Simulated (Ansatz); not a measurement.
Input file for Ansatz (a first-principles code): U-B97M-V/def2-TZVPP on SnAs, 2S+1 = 2, a spin state set in the input, which need not be the lowest, a point of a bond scan (R = 2.440 Å). Elements past Kr take the def2 small-core potentials; no spin–orbit coupling.

Ansatz 0.2 input:
```yaml
crystal:
  periodic: [false, false, false]
  atoms:
    - {symbol: As, position_ang: [0.00000000, 0.00000000, 0.00000000]}
    - {symbol: Sn, position_ang: [0.00000000, 0.00000000, 2.44042500]}
basis:
  gaussian:
    orbitals: def2-TZVPP
    pivot_positions_ang: [[0.00000000, 0.00000000, 0.00000000], [0.00000000, 0.00000000, 2.44042500]]
hamiltonian:
  xc: {name: B97M-V}
magnetization: {spin_polarized: true, initial_magnetization: 1}
output: {forces: true, orbitals: {seedname: ./end}}
```

The log:

```
WARN ansatz: RAYON_NUM_THREADS=1 ignored (pool sized by the plan → 1); use --threads N
Functional definition: B97M-V
integrals: 0.04 GiB planned
761 factors; their error is unknown
mean field: 0.43 GiB planned
mean field evaluation 1: about -66659.3078 eV, gradient 1.3e1 eV
mean field evaluation 2: about -66633.6591 eV, gradient 5.1e1 eV
mean field evaluation 4: about -66660.7388 eV, gradient 3.0e0 eV
mean field evaluation 8: about -66660.8024 eV, gradient 4.0e-2 eV
mean field evaluation 16: about -66660.7963 eV, gradient 6.9e-4 eV
mean field evaluation 32: about -66660.7934 eV, gradient 2.2e-1 eV
mean field evaluation 64: about -66660.4398 eV, gradient 6.8e-1 eV
mean field evaluation 96: about -66660.5252 eV, gradient 3.6e0 eV
mean field -66660.79629171 eV, -2449.7390794096 hartree, gradient 5.6e-6 eV, S^2 0.758768; 11 other end points of the search recorded, 0 dependent functions left out
the calculation of the forces begins
reference -66660.79633537 eV, -2449.7390810144 hartree; 28, 27 occupied and 70, 71 virtual orbitals, 761 factors
Total energy: -66660.79633537 eV, -2449.7390810144 hartree
Atom 0 at     0.000000     0.000000     0.000000 Å, force     0.000000     0.000000    -0.079339 eV/Å
Atom 1 at     0.000000     0.000000     2.440425 Å, force    -0.000000    -0.000000     0.079339 eV/Å
Dipole moment:     0.000000    -0.000000     0.404540 e Å
```

The calculation finished and met its thresholds.

Cost: very roughly 30 core-seconds.
